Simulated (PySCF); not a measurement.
Computed vibrations of Pm(NH2)3

Pm(NH2)3 (singlet in the valence; each metal's 4f electrons, 4 of them, lie in its core potential, out of spins and levels). PySCF 2.14.0, RKS PBE0, Pm lcecp-1-SVP with ECP50, N def2-SVP, H def2-SVP; non-relativistic Hamiltonian with scalar-relativistic core potentials where named; density fitting; no spin-orbit coupling. Central differences of gradients.

```xyz
10

Pm    0.0000    0.0000    0.0000
N     2.2679    0.0000    0.0000
H     2.8973    0.0000    0.8045
H     2.8973    0.0000   -0.8045
N    -1.1340    1.9641    0.0000
H    -1.4486    2.5091    0.8045
H    -1.4486    2.5091   -0.8045
N    -1.1339   -1.9641    0.0000
H    -1.4486   -2.5091    0.8045
H    -1.4486   -2.5091   -0.8045
```

Run from Python with OMP_NUM_THREADS=2. Where DIIS fails, smearing, a level shift and second-order steps follow.
It took 76 s on 2 threads of Intel(R) Xeon(R) Platinum 8259CL CPU @ 2.50GHz (Skylake/Cascade Lake), with other jobs on the host.

**Question.** What are the harmonic wavenumbers and infrared intensities?

**Answer.** Modes are labelled in D3h; negative numbers are unstable modes, those under 60 cm⁻¹ near the noise; a finer grid moves soft modes by up to 10 cm⁻¹.
| cm⁻¹ | km/mol | symmetry |
| --- | --- | --- |
| -463 | – | e'' |
| -463 | – | e'' |
| -433 | – | a1'' |
| -111 | – | a2'' |
| 112 | 0.1 | e' |
| 112 | 0.1 | e' |
| 279 | 0.0 | e'' |
| 279 | 0.0 | e'' |
| 281 | 157.2 | a2'' |
| 379 | 0.0 | a2' |
| 421 | 286.4 | e' |
| 421 | 286.4 | e' |
| 493 | 213.2 | e' |
| 493 | 213.2 | e' |
| 520 | 0.0 | a1' |
| 1522 | 29.0 | e' |
| 1522 | 29.0 | e' |
| 1524 | 0.0 | a1' |
| 3527 | 11.4 | e' |
| 3527 | 11.4 | e' |
| 3527 | 0.0 | a1' |
| 3601 | 0.0 | e'' |
| 3601 | 0.0 | e'' |
| 3601 | 4.9 | a2'' |

**Question.** Is this a minimum?

**Answer.** No: 4 unstable; the lowest moves the atoms so:
```
Pm   0.00  0.00  0.00
N    0.00  0.00  0.03
H    0.04  0.18  0.00
H   -0.04 -0.18  0.00
N    0.00  0.00 -0.01
H    0.49  0.27  0.00
H   -0.49 -0.27  0.00
N    0.00  0.00 -0.02
H    0.35 -0.16  0.00
H   -0.35  0.16  0.00
```

An lcecp potential fixes the number of 4f electrons, so in runs with it no electron can move into or out of that shell.
